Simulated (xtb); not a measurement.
CH10N2Si3, SMILES [SiH2]1C[SiH2][Si@H](N)N1. All values are semi-empirical tight-binding results from xtb (GFN2-xTB unless named), good for trends rather than for accurate numbers. Coordinates come from a GFN2-xTB optimisation. The structure was generated by enumeration; whether it is a known compound was not checked. Other conformers were not sampled.

Optimised geometry:

Bond lengths (Å): N1–Si2 1.730, N1–H7 1.008, N1–H8 1.006, Si2–N3 1.742, Si2–Si6 2.293, Si2–H9 1.481, N3–Si4 1.729, N3–H10 1.006, Si4–C5 1.904, Si4–H11 1.472, Si4–H12 1.470, C5–Si6 1.913, C5–H13 1.089, C5–H14 1.089, Si6–H15 1.473, Si6–H16 1.474. Angles (°): Si2–N1–H7 118.8, Si2–N1–H8 118.7, H7–N1–H8 109.5, N1–Si2–N3 107.1, N1–Si2–Si6 112.8, N1–Si2–H9 112.1, N3–Si2–Si6 97.1, N3–Si2–H9 105.9, Si6–Si2–H9 119.7, Si2–N3–Si4 125.4, Si2–N3–H10 118.2, Si4–N3–H10 116.4, N3–Si4–C5 104.6, N3–Si4–H11 109.8, N3–Si4–H12 109.3, C5–Si4–H11 111.3, C5–Si4–H12 112.4, H11–Si4–H12 109.2, Si4–C5–Si6 111.3, Si4–C5–H13 109.1, Si4–C5–H14 109.8, Si6–C5–H13 109.9, Si6–C5–H14 110.9, H13–C5–H14 105.7, Si2–Si6–C5 101.0, Si2–Si6–H15 117.7, Si2–Si6–H16 114.0, C5–Si6–H15 109.8, C5–Si6–H16 109.2, H15–Si6–H16 105.0.

A frequency run showed that this geometry is not a minimum.

Computed properties:
- orbital gap: 4.47 eV
- dipole moment: 1.77 D
- static polarisability (D4 model): 111.9 bohr³
- solvation energy, GFN2-xTB/ALPB(water): -2.5 kcal/mol
- solvation energy, GFN2-xTB/ALPB(octanol): -5.8 kcal/mol

Computed atomic charges and the Wiberg bond orders between heavy atoms:
charges (e) N1 -0.42, Si2 0.44, N3 -0.47, Si4 0.49, C5 -0.26, Si6 0.38, H7 0.15, H8 0.14, H9 -0.11, H10 0.12, H11 -0.12, H12 -0.11, H13 0.01, H14 0.01, H15 -0.11, H16 -0.13. Bond orders N1–Si2 1.13, Si2–N3 1.01, N3–Si4 1.09, Si4–C5 0.89, Si2–Si6 0.80, C5–Si6 0.93.
